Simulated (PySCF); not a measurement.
# Bromine: highly charged ions in a basis for the neutral atom

Br¹³⁺ [Ar] 3d4, Br¹⁴⁺ [Ar] 3d3. Computed with PySCF 2.14 in def2-SVP, with the non-relativistic Hamiltonian (point nucleus). No spin-orbit coupling, so a gap to NIST mixes the basis error with missing relativistic terms.

Changed run: basis of the neutral atom used for a highly charged ion. This setting is unsound on purpose.

```
species  method  sound run (hartree)  changed run (hartree)  converged
  Br¹³⁺     UHF              not run            -2495.00609        yes
  Br¹³⁺    MN15              not run            -2496.38811        yes
  Br¹³⁺    PBE0              not run            -2495.73148        yes
  Br¹⁴⁺     UHF              not run            -2478.50903        yes
  Br¹⁴⁺    MN15              not run            -2479.80634        yes
  Br¹⁴⁺    PBE0              not run            -2479.20280        yes
```

Ionisation energy of Br¹³⁺:

```json
{"method": "UHF", "changed run (eV)": "448.91", "NIST (eV)": "436 ± 3"}
{"method": "MN15", "changed run (eV)": "451.21", "NIST (eV)": "436 ± 3"}
{"method": "PBE0", "changed run (eV)": "449.77", "NIST (eV)": "436 ± 3"}
```

The contracted functions were made for the neutral atom and can be too rigid for a highly charged ion.
